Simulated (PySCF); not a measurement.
CH9AlO2Si2, charge -1, doublet, at a GFN2-xTB geometry (such geometries of metal compounds can be far from the true shape) (a state made from the parent by changing its charge; the spin is typed, not shown lowest) (in this run its highest filled SCF level lies above zero, so its values depend strongly on the basis, on diffuse functions most of all), with bond 14-12 at 1.6 times its length. Base run: PBE0/STO-3G run with PySCF.

Input for PySCF:
```python
from pyscf import gto, scf, dft

mol = gto.M(
    atom='''
Al    0.19354210    0.30225555    0.29566521
C     1.05732663    1.73202347    1.56042372
H     1.75424696    1.28316310    2.27448695
H     0.30759973    2.27173978    2.15034991
H     1.62034120    2.49393643    1.00907015
O    -0.94728715    1.05826374   -0.84777139
Si   -1.94584385    1.81303945   -1.83382635
H    -3.34347479    1.47647924   -1.50150112
H    -1.68440660    1.40863552   -3.22905358
H    -1.79209964    3.27615689   -1.74412881
O     0.76244295   -1.36584032    0.58358036
Si    1.32118516   -2.82503503    0.90117758
H     0.22092115   -3.71167780    1.32553676
H     2.92850817   -2.76857540    2.62672470
H     1.95507832   -3.40159751   -0.29998414
''',
    basis='sto-3g',
    charge=-1,
    spin=1,
    verbose=4,
)

mf = dft.UKS(mol)
mf.xc = 'pbe0'
mf.kernel()
mf.analyze()
```

Variants of this job, named by their change:

| change | ΔE vs base (mEh) | SCF cycles | <S^2> | outcome |
|---|---|---|---|---|
| base | 0.000 | 14 | 0.805 | converged |
| init_guess = atom | 0.000 | 15 | 0.805 | converged |
| solver = newton | 0.000 | - | 0.805 | converged |
| conv_tol = 1e-6 | 0.000 | 12 | 0.805 | converged |
| DIIS = ADIIS | 0.000 | 23 | 0.805 | converged |
| conv_tol = 1e-4 | 0.003 | 10 | 0.805 | converged |
| init_guess = vsap | 0.000 | 27 | 0.805 | converged |
| diis_space = 2 | - | 50 | - | not converged |
| diis_space = 20 | 0.000 | 15 | 0.805 | converged |
| solver = newton; init_guess = 1e | 0.000 | - | 0.805 | converged |
| diis_space = 12 | 0.000 | 15 | 0.805 | converged |
| init_guess = 1e | 0.000 | 46 | 0.805 | converged |
| damp = 0.5; diis_start_cycle = 5 | 0.000 | 17 | 0.805 | converged |

Open shells are given as the SCF converged; they aren't shown to be the lowest states, and a large step between rows can be another state.
